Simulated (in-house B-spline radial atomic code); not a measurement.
Rh+ is squeezed into an impenetrable sphere of radius R (the orbitals vanish at R). Computed with an all-electron radial atomic-structure program (B-spline basis): Dirac-Hartree-Fock, average of configuration, Fermi nucleus of rms radius 4.4945 fm.

Energies in eV above the free ion in [Kr] 4d8:

```tsv
R (bohr)	highest level (eV)	[Kr] 4d8	[Ar] 3d10 4s2 4p5 4d9	[Kr] 4d7 4f1
9.52	-19	5.401e-05	50.3	15.4
6.78	-19	0.0131	50.31	18.72
5.15	-18.7	0.2966	50.59	24.31
4	-17.2	2.593	52.93	33.79
3.45	-15	7.493	58.06	43.76
2.9	-9.97	22.98	74.46	65.85
2.48	-1.29	58.55	112	107.8
2.15	12.6	131.5	188.1	186.7
1.68	61.4	480.1	546.4	543.7
1.59	79	628.7	697.9	693.2
```

(1) Does [Ar] 3d10 4s2 4p5 4d9 fall below [Kr] 4d8 under compression?

(2) Does [Kr] 4d7 4f1 fall below [Kr] 4d8 under compression?

The highest level is first positive in the row R = 2.15 bohr, pushed up by confinement above the zero of the free ion's potential. Each configuration is held fixed and needn't be the lowest in the sphere.

Answers

(1) No, it stays above over the whole range.

(2) No, it stays above over the whole range.
